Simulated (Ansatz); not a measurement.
Geometry optimisation, Ansatz 0.2.0, RKS BHLYP-D4/def2-SVP.

The input (input.yaml):

```yaml
crystal:
  periodic: [false, false, false]
  atoms:
    - { symbol: W, position_ang: [0.376339, 0.502959, -0.354653] }
    - { symbol: H, position_ang: [-0.252185, -0.511674, 2.331416] }
    - { symbol: F, position_ang: [1.9822, 0.406544, -1.242659] }
    - { symbol: Cl, position_ang: [-0.046899, 2.514536, -1.319728] }
    - { symbol: F, position_ang: [-1.225689, 0.571114, 0.535585] }
    - { symbol: F, position_ang: [0.757491, -1.132461, 0.403848] }
    - { symbol: Cl, position_ang: [-0.635306, -0.626546, -2.058345] }
    - { symbol: Cl, position_ang: [1.459355, 1.537167, 1.461204] }
    - { symbol: H, position_ang: [0.065794, -0.137039, 2.847433] }
basis:
  gaussian: { orbitals: def2-SVP }
hamiltonian:
  xc: { name: BHLYP }
  dispersion: d4
relax:
  f_tol: 0.03
  max_steps: 50
```

Command:

```bash
$ ansatz run input.yaml --threads 4 --pin off --max-ram 5120MiB --backend cpu --events-out ev --progress --plain --runs-dir out
```

Problem. Where does it end, and by what steps?

Solution. The run converged. The force dipped under the threshold on the way, but the program's further checks kept it going. After 6 steps the energy has fallen by 0.292 eV; H2 moved furthest, 0.76 Å.

| step | energy less start (eV) | largest force component (eV/Å) | accepted |
| --- | --- | --- | --- |
| 0 | 0.0000 | 1.259 | yes |
| 1 | -0.1916 | 0.185 | yes |
| 2 | -0.2618 | 0.133 | yes |
| 3 | -0.2845 | 0.055 | yes |
| 4 | -0.2904 | 0.022 | yes |
| 5 | -0.2917 | 0.028 | yes |
| 6 | -0.2921 | 0.025 | yes |

```xyz
9
Properties=species:S:1:pos:R:3
W 0.438 0.589 -0.526
H -0.457 -0.835 2.984
F 2.022 0.459 -1.450
Cl -0.034 2.579 -1.517
F -1.139 0.651 0.416
F 0.814 -1.027 0.286
Cl -0.609 -0.580 -2.187
Cl 1.530 1.619 1.197
H -0.084 -0.331 3.403
```

Whether the end is a true minimum wasn't checked by a vibrational analysis.

Run time: 26 s on 4 threads of AMD EPYC 7B13 (Zen 3), on a shared host, peak memory 0.43 GiB.
